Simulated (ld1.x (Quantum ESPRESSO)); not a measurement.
**Ge (Z = 32): PAW pseudisation with BP86, fully relativistic reference atom.**

ld1.x (Quantum ESPRESSO) 7.5 was run on this input:

```
&input
   title='Ge', zed=32., rel=2, dft='BP', iswitch=3,
   config='[Ar] 3d10 4s2 4p2', rel_dist='average',
   nld=5, rlderiv=1.00, eminld=-14.0, emaxld=5.0, deld=0.04
 /
 &inputp
   pseudotype=3, lpaw=.true., tm=.true., lloc=-1, rcloc=0.65,
   nlcc=.true., new_core_ps=.true., rcore=0.70,
   which_augfun='BESSEL', rmatch_augfun=0.60,
   file_pseudopw='Ge.UPF', file_wfcaegen='ae.wfc', file_wfcncgen='nc.wfc', file_beta='beta', file_chi='chi', file_wfcusgen='us.wfc'
 /
6
3S  1  0   2.00   0.00  0.85  0.85  0.0
4S  2  0   2.00   0.00  0.85  0.85  0.0
3P  2  1   6.00   0.00  0.90  0.90  0.0
4P  3  1   2.00   0.00  0.90  0.90  0.0
3D  3  2  10.00   0.00  0.60  0.80  0.0
3D  3  2   0.00  -0.80  0.60  0.80  0.0
 &test
   configts(1)='3s2 3p6 3d10 4s2 4p2'
 /
```

Command:

```bash
ld1.x < Ge.in > Ge.out
```

Output (shortened: banner, matrices, multipoles, cross overlaps and the repeated all-electron block are left out):

```
[... start of the log left out ...]
     Fully relativistic calculation: |psi|^2

     Wfc 3S LC norm =  0.99940487 SC norm =  0.00058847 missing  0.00000666
     Speed at rcutus      1.247 a.u.,  v/c =  0.009100,  (v/c)^2 = -0.00008281

     Wfc 4S LC norm =  0.99993499 SC norm =  0.00005772 missing  0.00000729
     Speed at rcutus      0.399 a.u.,  v/c =  0.002909,  (v/c)^2 =  0.00000846

     Wfc 3P LC norm =  0.99945542 SC norm =  0.00054241 missing  0.00000218
     Speed at rcutus      0.711 a.u.,  v/c =  0.005188,  (v/c)^2 =  0.00002692

     Wfc 3P LC norm =  0.99946946 SC norm =  0.00051814 missing  0.00001240
     Speed at rcutus      0.874 a.u.,  v/c =  0.006381,  (v/c)^2 =  0.00004071

     Wfc 4P LC norm =  0.99996397 SC norm =  0.00002904 missing  0.00000698
     Speed at rcutus      0.238 a.u.,  v/c =  0.001736,  (v/c)^2 =  0.00000301

     Wfc 4P LC norm =  0.99996534 SC norm =  0.00002523 missing  0.00000943
     Speed at rcutus      0.191 a.u.,  v/c =  0.001392,  (v/c)^2 =  0.00000194

     Wfc 3D LC norm =  0.99960015 SC norm =  0.00039968 missing  0.00000017
     Speed at rcutus      2.914 a.u.,  v/c =  0.021262,  (v/c)^2 =  0.00045208

     Wfc 3D LC norm =  0.99960432 SC norm =  0.00037070 missing  0.00002499
     Speed at rcutus      2.925 a.u.,  v/c =  0.021348,  (v/c)^2 =  0.00045573
      Wfc-us  3D rcutus= 0.806  Estimated cut-off energy=   176.49 Ry
      Wfc-us  3D rcutus= 0.806  Estimated cut-off energy=   176.40 Ry
      Wfc-us  3D rcutus= 0.806  Estimated cut-off energy=   183.01 Ry
      Wfc-us  3D rcutus= 0.806  Estimated cut-off energy=   182.61 Ry

 %%%%%%%%%%%%%%%%%%%%%%%%%%%%%%%%%%%%%%%%%%%%%%%%%%%%%%%%%%%%%%%%%%%%%%%%%%%%%%
     Error in routine invmat (1):
     error in DGETRF
 %%%%%%%%%%%%%%%%%%%%%%%%%%%%%%%%%%%%%%%%%%%%%%%%%%%%%%%%%%%%%%%%%%%%%%%%%%%%%%

     stopping ...
```

The run stopped because a PAW channel has rcut = rcutus, so it is not pseudised and its block of the matrix B = ⟨φ|χ⟩ is zero.

The run took about 0.12 s on one core of a shared server CPU.
